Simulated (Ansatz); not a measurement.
One change: `COC#C[SiH3]` becomes `C#C[SiH3]`.

Ansatz, PBE0-D4/def2-TZVP geometries, multiplicity 1. 

| property | `COC#C[SiH3]` |
| --- | --- |
| HOMO energy (PBE0/def2-TZVPP) / eV | -7.11 |
| LUMO energy (PBE/def2-TZVPP) / eV | -0.61 |
| LUMO energy (ωB97M-V/def2-TZVPP) / eV | 2.25 |
| HOMO–LUMO gap (PBE0/def2-TZVPP) / eV | 7.46 |
| size of the dipole moment (PBE/def2-TZVPP) / D | 2.80 |
| LUMO energy (PBE0/def2-TZVPP) / eV | 0.35 |

(1) Give the same properties after the change, and the shifts. (Best estimate.)

Results:

(1) Ansatz gave: 
```
                                      property  `C#C[SiH3]`  shift
            HOMO energy (PBE0/def2-TZVPP) / eV        -8.32  -1.21
             LUMO energy (PBE/def2-TZVPP) / eV        -1.06  -0.45
         LUMO energy (ωB97M-V/def2-TZVPP) / eV         1.92  -0.33
          HOMO–LUMO gap (PBE0/def2-TZVPP) / eV         8.22   0.76
size of the dipole moment (PBE/def2-TZVPP) / D         0.38  -2.42
            LUMO energy (PBE0/def2-TZVPP) / eV        -0.10  -0.45
```

With PBE0 the HOMO falls by 1.21 eV and the LUMO falls by 0.45 eV, so the gap widens by about 0.76 eV. PBE moves the HOMO by -1.22 eV and ωB97M-V by -1.25 eV. Dipoles are sizes alone; their direction can turn.
